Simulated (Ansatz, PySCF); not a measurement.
System: InCl3 (charge -1, doublet). 
Coordinates optimised at B3LYP-D3(BJ)/def2-TZVP (Ansatz, a first-principles code):
```xyz
4

In     0.1062     0.3627     0.2483
Cl     2.1372    -0.6456    -0.7627
Cl    -0.9989    -1.3713     1.6395
Cl    -1.4445     0.9716    -1.5924
```
Charge -1, spin multiplicity 2.

Total electronic energies in hartree. Valence correlation only, unless marked. Open shells are spin-unrestricted. Spin-orbit coupling is left out. The frozen core is the preceding noble-gas configuration, with the filled d and f shells of earlier blocks. Past Kr the def2 sets carry scalar-relativistic core potentials. STO-3G rows are all-electron and non-relativistic. CBS(X,Y): correlation extrapolated as X^-3; Hartree-Fock from the larger set. The bracket is a focal-point correction in the basis named.

```json
[
 {"level": "HF/def2-SVPD", "program": "Ansatz", "energy (Eh)": "-1567.54356"},
 {"level": "HF/def2-QZVPPD", "program": "Ansatz", "energy (Eh)": "-1568.03278"},
 {"level": "HF-D4/def2-TZVPD", "program": "PySCF + dftd4", "energy (Eh)": "-1568.00898"},
 {"level": "RI-HF/def2-TZVPP", "program": "Ansatz", "energy (Eh)": "-1567.99162"},
 {"level": "RI-HF/def2-QZVPPD", "program": "Ansatz", "energy (Eh)": "-1568.03267"},
 {"level": "BLYP/def2-TZVPD", "program": "Ansatz", "energy (Eh)": "-1570.97462"},
 {"level": "revPBE-D3(BJ)/def2-TZVPD", "program": "Ansatz + dftd3", "energy (Eh)": "-1570.82781"},
 {"level": "r2SCAN-D4/def2-TZVPD", "program": "Ansatz + dftd4", "energy (Eh)": "-1571.00992"},
 {"level": "B3LYP-D4/def2-TZVPD", "program": "Ansatz + dftd4", "energy (Eh)": "-1571.14663"},
 {"level": "PBE0-D4/def2-TZVP", "program": "Ansatz + dftd4", "energy (Eh)": "-1570.57029"},
 {"level": "PBE0-D4/def2-TZVPD", "program": "Ansatz + dftd4", "energy (Eh)": "-1570.57472"},
 {"level": "PBE0/def2-TZVP", "program": "Ansatz", "energy (Eh)": "-1570.56561"},
 {"level": "PBE0/def2-QZVPP", "program": "Ansatz", "energy (Eh)": "-1570.60945"},
 {"level": "BHLYP-D3(BJ)/def2-TZVPD", "program": "Ansatz + dftd3", "energy (Eh)": "-1570.95511"},
 {"level": "BHLYP-D4/def2-TZVPD", "program": "Ansatz + dftd4", "energy (Eh)": "-1570.95541"},
 {"level": "r2SCANh-D4/def2-TZVPD", "program": "Ansatz + dftd4", "energy (Eh)": "-1570.99179"},
 {"level": "r2SCAN0-D4/def2-TZVPD", "program": "Ansatz + dftd4", "energy (Eh)": "-1570.96581"},
 {"level": "CAM-B3LYP-D4/def2-TZVPD", "program": "Ansatz + dftd4", "energy (Eh)": "-1571.05130"},
 {"level": "B2GP-PLYP-D4/def2-TZVPD", "program": "Ansatz + dftd4", "energy (Eh)": "-1570.14269"},
 {"level": "RI-MP2/def2-QZVPP", "program": "Ansatz", "energy (Eh)": "-1568.72640"},
 {"level": "RI-MP2/def2-QZVPPD", "program": "Ansatz", "energy (Eh)": "-1568.72784"},
 {"level": "CCSD/STO-3G", "program": "Ansatz", "energy (Eh)": "-7046.84359"},
 {"level": "RI-MP2/CBS(def2-TZVPPD,def2-QZVPPD)+[CCSD(T)-MP2]/def2-TZVPPD", "program": "Ansatz", "energy (Eh)": "-1568.8512"}
]
```

Totals of different functionals don't rank their quality; only differences between species are comparable.
